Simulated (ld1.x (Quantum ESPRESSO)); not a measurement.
## Varying the PAW potential for Ga

Base potential:

- Element: Ga
- Generator: ld1.x (Quantum ESPRESSO) 7.5
- Type: PAW
- Functional: PBE
- Relativity: scalar-relativistic
- Frozen core: [Ar]
- Valence charge: 13
- Reference configuration: 3d10 4s2 4p1
- Partial waves: 4s (bound): rcut 1.75, rcutus 2.20 bohr; 4s channel at -0.05 Ry: rcut 1.75, rcutus 2.20 bohr; 4p (bound): rcut 1.95, rcutus 2.50 bohr; 4p channel at 1.7 Ry: rcut 1.95, rcutus 2.50 bohr; 3d (bound): rcut 0.75, rcutus 1.00 bohr; 3d channel at -0.55 Ry: rcut 0.75, rcutus 1.00 bohr
- Local potential: all-electron potential smoothed inside 2.15 bohr (lloc = -2)
- Core correction: Bessel-smoothed model core inside 0.75 bohr
- Augmentation charge: BESSEL, radius 0.85 bohr

All-electron outer shells of the reference configuration (PBE, scalar-relativistic, ld1.x):

```json
{"shell": "3s", "level (eV)": "-148.13", "outermost node (bohr)": "0.27", "outermost maximum (bohr)": "0.56"}
{"shell": "3p", "level (eV)": "-98.86", "outermost node (bohr)": "0.24", "outermost maximum (bohr)": "0.56"}
{"shell": "3d", "level (eV)": "-19.15", "outermost node (bohr)": "–", "outermost maximum (bohr)": "0.53"}
{"shell": "4s", "level (eV)": "-8.95", "outermost node (bohr)": "0.81", "outermost maximum (bohr)": "1.90"}
{"shell": "4p", "level (eV)": "-2.58", "outermost node (bohr)": "0.87", "outermost maximum (bohr)": "2.53"}
```

Cutoffs, loose and tight: the cutoffs (Ry, on a coarse ladder) from which the occupation-weighted sum of valence levels, in a spherical-Bessel basis at the reference potential, stays within 10 and 1 mRy of its value at 400 Ry. They do not see the model core or the augmentation charge, which bear on the density cutoff. Test errors are all-electron minus pseudo excitation energies from the reference, over the configurations 3d10 4s2 4p0; 3d10 4s1 4p0; 3d10 4s0 4p0; 3d10 4s2 4p1.3; 3d10 4s1 4p2; 3d10 4s1 4p1; 3d9 4s2 4p1. A dash means not determined; rows that change the core or the reference have their own tests.

```tsv
change	outcome	cutoff, loose	cutoff, tight	bound ghosts	largest test error (meV)
base	generated	160 Ry	260 Ry	none	-167
waves 3d (bound): rcut 0.64, rcutus 0.68 bohr; 3d channel at -0.55 Ry: rcut 0.64, rcutus 0.68 bohr	generated	over 300 Ry	over 300 Ry	none	-175
waves 3d (bound): rcut 0.75, rcutus 0.92 bohr; 3d channel at -0.55 Ry: rcut 0.75, rcutus 0.92 bohr	generated	180 Ry	300 Ry	none	-170
waves 3d (bound): rcut 0.75, rcutus 1.04 bohr; 3d channel at -0.55 Ry: rcut 0.75, rcutus 1.04 bohr	generated	140 Ry	230 Ry	none	-164
waves 3d (bound): rcut 0.75, rcutus 1.34 bohr; 3d channel at -0.55 Ry: rcut 0.75, rcutus 1.34 bohr	generated	80 Ry	110 Ry	none	-134
```

Problem. What comes out with this change to the base: waves 3d (bound): rcut 0.75, rcutus 1.52 bohr; 3d channel at -0.55 Ry: rcut 0.75, rcutus 1.52 bohr?

Solution. outcome: generated; cutoff, loose: 50 Ry; cutoff, tight: 80 Ry; bound ghosts: none; largest test error (meV): -56.

Problem. What comes out with this change to the base: waves 3d (bound): rcut 0.74, rcutus 0.78 bohr; 3d channel at -0.55 Ry: rcut 0.74, rcutus 0.78 bohr?

Solution. outcome: generated; cutoff, loose: 260 Ry; cutoff, tight: over 300 Ry; bound ghosts: none; largest test error (meV): -174.

Problem. What comes out with this change to the base: waves 3d (bound): rcut 0.75, rcutus 1.18 bohr; 3d channel at -0.55 Ry: rcut 0.75, rcutus 1.18 bohr?

Solution. outcome: generated; cutoff, loose: 110 Ry; cutoff, tight: 180 Ry; bound ghosts: none; largest test error (meV): -156.

Reading the sweep of the d radius (base included, trends over the rows without a ghost): The loose cutoff falls from 260 Ry at 0.78 to 50 Ry at 1.52 bohr. A larger radius leaves more room for a smooth pseudo-wave, so fewer plane waves are needed; a smaller one forces it to follow the all-electron wave where it bends sharply. The median size of the test errors (rows with all tests solved) stays near 0.7 meV.
